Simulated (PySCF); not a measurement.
## AlAs⁺: one state, many levels of theory

State: ⁴Σ⁻ (quartet), unpaired electrons σ ↑, π ↑↑. Set-up: Al pcseg-1, As pcseg-1; no relativity (PySCF 2.14). De refers to Al⁺ + As in their high-spin ground configurations, without counterpoise correction. The functionals are run spin-unrestricted. A positive dipole points towards As; it is taken about the centre of mass and depends on that origin. Levels whose curve was spin-contaminated or gave no clean fit are not listed.

| Level | Re (Å) | ωe (cm⁻¹) | De (eV) | μ (D) |
| --- | --- | --- | --- | --- |
| ROHF-CCSD(T) | 2.832 | 121 | 0.338 | n/a |
| LDA | 2.536 | 246 | 1.16 | -5.13 |
| PBE | 2.599 | 217 | 0.93 | -5.25 |
| r²SCAN | 2.545 | 241 | 0.92 | -5.55 |
| TPSSh | 2.579 | 217 | 0.85 | -5.44 |
| PBE0 | 2.600 | 206 | 0.79 | -5.50 |
| HSE06 | 2.596 | 208 | 0.81 | -5.49 |
| BHandHLYP | 2.672 | 167 | 0.56 | -5.82 |

Task: Which functional lies closest to ROHF-CCSD(T) in De, which farthest, and by how much do they differ from it?

Result: Closest is BHandHLYP (-16.0 pm in Re, +38.0 % in ωe, +0.22 eV in De against ROHF-CCSD(T) in the same basis), farthest LDA (-29.6 pm in Re, +103.3 % in ωe, +0.82 eV in De). CCSD(T) converges more slowly with the basis than the functionals do and binds too weakly in this one, so the order can change at the basis-set limit.

Task: What does a quarter of exact exchange do here, going from PBE to PBE0?

Result: PBE0 less PBE: +0.1 pm in Re, -5.1 % in ωe, -0.14 eV in De. Exact exchange removes part of the self-interaction that spreads semilocal densities, and in most molecules shortens and stiffens the bond and lowers De; here ωe goes the other way.

Task: What does the step from GGA to meta-GGA do here, going from PBE to r²SCAN?

Result: r²SCAN less PBE: -5.4 pm in Re, +11.1 % in ωe, -0.01 eV in De. 

Correlated steps freeze 14 core orbitals. Correlated levels converge slowly with the basis: in double zeta they bind strong bonds too weakly, by up to about 1 eV, and carry superposition errors of some tenths. Spin–orbit coupling is left out. For an ion De counts to the pair picked by the measured ionisation energies or electron affinities, which need not be the lowest pair at this level. The state was picked by a PBE0 search and need not be the measured ground state.
